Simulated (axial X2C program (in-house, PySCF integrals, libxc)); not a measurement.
Spin–orbit effects along a row: molecules with Se (ions), PBE0

Computed with an in-house relativistic program for diatomic molecules, spin-free (one-electron X2C) or two-component (2c: spin–orbit coupling with atomic mean-field Coulomb and Gaunt terms, which also bring small scalar terms), in Dyall basis sets with cores contracted in-house; open shells are unrestricted.

Basis sets: Mo dyall-cv3z, Rb dyall-cv3z, Se dyall-cv3z, Sn dyall-cv3z, Sr dyall-cv3z, Y dyall-cv3z, Zr dyall-cv3z.

```csv
molecule,spin-free state,Re (Å),ωe (cm⁻¹),De (eV),2c state,Re 2c (Å),ωe 2c (cm⁻¹),De 2c (eV)
RbSe⁺,"M_S = 1, Λ = 0",3.591,71.5,0.33,Ω = 1,3.594,70.8,0.30
SrSe⁺,"M_S = 1/2, Λ = 1",2.720,236.7,2.53,Ω = 3/2,2.720,236.2,2.57
YSe⁺,"M_S = 0, Λ = 0",2.343,381.9,n/a,Ω = 0,2.343,381.3,n/a
ZrSe⁺,"M_S = 1/2, Λ = 2",2.273,400.5,4.55,Ω = 3/2,2.274,399.9,n/a
MoSe⁺,"M_S = 3/2, Λ = 0",2.222,315.9,2.99,Ω = 3/2,2.223,315.0,2.93
SnSe⁺,"M_S = 1/2, Λ = 1",2.487,267.4,3.00,Ω = 3/2,2.488,265.5,n/a
```

Work out the shifts from the spin-free to the two-component result.



```json
{"molecule": "RbSe⁺", "2c state": "Ω = 1", "ΔRe (Å)": "0.003", "Δωe (cm⁻¹)": "-0.7", "ΔDe (eV)": "-0.03"}
{"molecule": "SrSe⁺", "2c state": "Ω = 3/2", "ΔRe (Å)": "0.000", "Δωe (cm⁻¹)": "-0.5", "ΔDe (eV)": "0.04"}
{"molecule": "YSe⁺", "2c state": "Ω = 0", "ΔRe (Å)": "0.000", "Δωe (cm⁻¹)": "-0.6", "ΔDe (eV)": "n/a"}
{"molecule": "ZrSe⁺", "2c state": "Ω = 3/2", "ΔRe (Å)": "0.001", "Δωe (cm⁻¹)": "-0.6", "ΔDe (eV)": "n/a"}
{"molecule": "MoSe⁺", "2c state": "Ω = 3/2", "ΔRe (Å)": "0.001", "Δωe (cm⁻¹)": "-0.9", "ΔDe (eV)": "-0.06"}
{"molecule": "SnSe⁺", "2c state": "Ω = 3/2", "ΔRe (Å)": "0.001", "Δωe (cm⁻¹)": "-1.9", "ΔDe (eV)": "n/a"}
```

Shifts of one unit in the last digit are rounding.

Fragments in 2c: Rb+ + Se, Sr+ + Se, Y+ + Se, Zr+ + Se, Mo+ + Se, Sn+ + Se. Each entry is the lowest single determinant of a limited PBE0 search at one distance. De goes to single-determinant-based atoms at the same level (for ions the charge split of lowest energy) and is withheld (n/a) where an atom does not fit its ground term or J level. Main or longest-lived isotopes. One determinant is a doubtful description, or other states lie close, for RbSe⁺, ZrSe⁺, MoSe⁺, SnSe⁺; these need not be ground states, and all values refer to the states named. Some open-shell Ω = 0 determinants are out of reach, so the Ω given for RbSe⁺ need not be the lowest component. With several unpaired electrons the Ω given is that of one determinant, not necessarily of the lowest component. The functionals have no current term, which raises determinants with orbital currents.
